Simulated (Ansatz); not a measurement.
Series FeX2: binding per atom (eV) at several levels, gas phase, relaxed structures; Ansatz. Core potentials for I in the def2 sets, no spin–orbit coupling. Binding counts from free atoms in the multiplicity of their measured ground term, without zero-point energy. Singlets are spin-restricted. Names give formal oxidation states. A dash marks a value that wasn't run or was left out as unsound. The structures are stationary points that may keep the symmetry of their start. Remarks come from the PBE and PBE0 runs and from stability tests at other levels; not every state was tested. HOMO above LUMO (over both spins in singlets and doublets, within one spin in higher multiplets; at PBE or PBE0), or a gap under 0.15 eV within one spin, warns that the state may not be the lowest or that an electron is smeared out.

```
          species    state           geometry  PBE-D4/def2-SVP  PBE-D4/def2-TZVP  r2SCAN-D4/def2-TZVP  B3LYP-D4/def2-TZVP  PBE0-D4/def2-TZVPD                        remarks
            FeBr2  quintet   PBE-D4/def2-TZVP             2.65              2.58                 2.62                2.42                2.55  gap within one spin near zero
             FeI2  quintet  PBE0-D4/def2-TZVP             2.27              2.21                 2.20                2.04                2.16                              –
Fe(NH2)2 (FeN2H4)  quintet  PBE0-D4/def2-TZVP             3.31              3.31                 3.20                3.22                3.20                              –
   FeMe2 (C2H6Fe)  quintet  PBE0-D4/def2-TZVP             3.56              3.52                 3.50                   –                3.50                              –
```

(1) Estimate the column for revPBE-D4/def2-TZVP.

(1) FeBr2 2.47; FeI2 2.10; Fe(NH2)2 (FeN2H4) 3.20.
